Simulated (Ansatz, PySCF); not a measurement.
H3O4S, SMILES O=S(O)(O)=[OH+], charge +1.

Coordinates come from a PBE0-D3(BJ)/def2-SVP optimisation. The isomer is the one that the SMILES or the coordinates give; other isomers of the formula were not compared. Other conformers were not sampled.

Vertical ionisation energy (IE) and electron affinity (EA) in eV. Rows of orbital energies are one-electron estimates. Where ΔSCF, EOM or ADC give a negative EA the extra electron is unbound and the value depends on the basis.

| level | IE | EA |
|---|---|---|
| −ε(HOMO), −ε(LUMO), M06-2X/def2-TZVP (PySCF) | … | … |
| ΔSCF, CAM-B3LYP/def2-SVPD (Ansatz), final states of multiplicity 2 and 2 | 19.21 | 4.28 |

Question: What belongs in the gaps? (Estimate from the structure and the level; the computed values follow.)

Answer: 
- −ε(HOMO), −ε(LUMO), M06-2X/def2-TZVP (PySCF), IE: 18.14
- −ε(HOMO), −ε(LUMO), M06-2X/def2-TZVP (PySCF), EA: 4.91

Question: What vertical singlet–triplet gap does ΔSCF give with CAM-B3LYP/def2-SVPD (Ansatz, a quantum-chemistry and plane-wave program)? (An estimate is asked for; the answer gives what the named calculation found.)

Answer: 8.43 eV (triplet above singlet where positive).
